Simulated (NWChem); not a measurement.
Species: C$_{4}$H$_{5}$N$_{2}$ cation; SMILES c1c[nH+]ccn1

```xyz
11

C      0.0000     1.1447    -0.7536
C      0.0000     1.1754     0.6388
N      0.0000     0.0000     1.2841
C      0.0000    -1.1754     0.6388
C      0.0000    -1.1447    -0.7536
N      0.0000     0.0000    -1.4272
H      0.0000     2.0787    -1.3247
H      0.0000     2.0906     1.2344
H      0.0000     0.0000     2.3071
H      0.0000    -2.0906     1.2344
H      0.0000    -2.0787    -1.3247
```
Atoms are numbered in this order, from 1.

Results from NWChem. Pople sets run with spherical d functions. Coordinates come from a PBE0/def2-SVP optimisation. Atomic charges in e: unrestrained fits to the electrostatic potential beside Mulliken populations; buried atoms are poorly determined by the fit.

For level Hartree-Fock/6-31G*:

```
Quantity     Value
-----------  -----
ESP N3        0.12
Mulliken N3  -0.67
```

Problem. How do the values read with level B3LYP/def2-SVP instead?

Solution. 
- ESP N3 = 0.23
- Mulliken N3 = 0.04
